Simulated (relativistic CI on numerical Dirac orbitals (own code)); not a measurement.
Ions with 4 electrons, Gd60+ to Bi79+

Calculated at this level of theory: Dirac-Coulomb-Breit CI, KLI orbitals optimised for each configuration, a model potential for QED, unscaled Slater integrals (own radial code, finite nucleus).

Configurations in the expansion (outside the closed core 1s2): 2s², 2s2p, 2p², 2p3s, 2p3p, 2s3s, 2s3p. Levels of other configurations are missing.

Energies above each ion's lowest level, in eV. Levels are followed by their leading LS label, which can pass from one level to another where the coupling changes.

```tsv
Ion	2s² ¹S0	2s2p ³P°0	2s2p ³P°1	2p² ³P0	2s2p ³P°2	2s2p ¹P°1	2p² ³P1
Gd60+	0	134.93	163.96	386.58	905.8	982.91	1121.1
Tb61+	0	138.4	167.97	395.9	964.29	1042.7	1184.7
Dy62+	0	141.82	171.92	405.13	1025.8	1105.7	1251.4
Ho63+	0	145.41	176.03	414.72	1090.9	1172	1321.7
Er64+	0	149.04	180.18	424.41	1159.3	1241.9	1395.4
Tm65+	0	152.8	184.45	434.39	1231.5	1315.5	1473.1
Yb66+	0	156.57	188.72	444.38	1307.4	1392.9	1554.5
Lu67+	0	160.43	193.07	454.6	1387.4	1474.3	1640
Hf68+	0	164.46	197.58	465.16	1471.6	1559.9	1729.9
Ta69+	?	?	?	?	?	?	?
W70+	0	172.74	206.79	486.78	1653.2	1744.5	1923.3
Re71+	0	177.02	211.53	497.93	1751	1843.9	2027.2
Os72+	0	181.35	216.3	509.18	1853.7	1948.2	2136
Ir73+	0	185.85	221.23	520.8	1961.8	2057.8	2250.3
Pt74+	0	190.39	226.2	532.53	2075.1	2172.8	2370
Au75+	0	195.06	231.27	544.54	2194.2	2293.5	2495.6
Hg76+	0	199.78	236.4	556.68	2319.1	2420	2627
Tl77+	0	204.63	241.64	569.13	2450.3	2552.9	2764.8
Pb78+	0	209.54	246.93	581.71	2587.8	2692.1	2909.1
Bi79+	0	214.56	252.31	594.53	2732.1	2838.1	3060.3
```

**Question.** Fill in the row of Ta69+.

**Answer.** 2s² ¹S0 0, 2s2p ³P°0 168.56, 2s2p ³P°1 202.15, 2p² ³P0 475.88, 2s2p ³P°2 1560.1, 2s2p ¹P°1 1649.9, 2p² ³P1 1824.3 (eV).

The lowest level keeps the configuration 2s² and J = 0 throughout.

Between Z = 80 and 83 the energy of 2s2p ³P°0 follows a local power law Z^1.9. For orientation: electrostatic splittings inside a shell grow about linearly with the screened charge, excitations that change n as its square, and fine structure as its fourth power; written in Z itself the exponents are larger, since the screened charge grows faster in proportion.
